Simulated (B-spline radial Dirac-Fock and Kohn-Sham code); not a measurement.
Level of theory: relativistic Hartree-Fock (Dirac-Fock) wave functions, averaged over the configuration; a B-spline atomic structure program.

Q: This computed X-ray form factor belongs to an atom or ion in its tabulated ground configuration. Which?

```
sin θ/λ (Å⁻¹)     f₀
         0.15  5.976
          0.2  5.957
          0.3  5.905
          0.4  5.832
         0.45  5.789
          0.5  5.741
          0.7  5.508
          1.4  4.359
            5  1.307
```

A: Se²⁸⁺, with 6 electrons in [He] 2s2 2p2. f₀ tends to the number of electrons as s goes to zero, which the first rows give only roughly, and the rate of fall reflects the nuclear charge, 34.
